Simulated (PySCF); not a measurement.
**Polarisability and C₆ of V⁺ (vanadium, charge +1)**

[Ar] 3d4, high-spin 5D determinant. All numbers are calculated (PySCF 2.14, the spin-free X2C one-electron Hamiltonian (Gaussian nucleus), in aug-cc-pVTZ-DK (8s7p5d3f2g, 93 functions)). Coupled (time-dependent) response in atomic units; α is the mean over directions.

```json
{"method": "UHF", "mean α (bohr³)": "11.71", "α xx, yy, zz": "10.45, 10.45, 14.23", "C₆ (like pair)": "43.05", "S(−4)": "170.9"}
{"method": "PBE", "mean α (bohr³)": "18.48", "α xx, yy, zz": "16.90, 16.90, 21.65", "C₆ (like pair)": "70.34", "S(−4)": "602.1"}
{"method": "PBE0", "mean α (bohr³)": "15.79", "α xx, yy, zz": "15.13, 15.13, 17.11", "C₆ (like pair)": "59.45", "S(−4)": "386.0"}
```

S(−4) is the Cauchy moment in α(ω) = α(0) + S(−4) ω² + …

α(iu) at PBE:

| u (hartree) | α(iu) (bohr³) |
| --- | --- |
| 0 | 18.48 |
| 0.0500 | 17.14 |
| 0.100 | 14.44 |
| 0.200 | 10.16 |
| 0.300 | 7.814 |
| 0.500 | 5.382 |
| 0.750 | 3.812 |
| 1.00 | 2.899 |
| 1.50 | 1.879 |
| 2.00 | 1.325 |
| 3.00 | 0.7583 |
| 5.00 | 0.3423 |

For an ion, C₆ is the dispersion term alone; charge-induced terms of lower order in 1/R come first.

The components differ because the open shell of this determinant is not spherical; for a pure term their mean is the scalar polarisability.
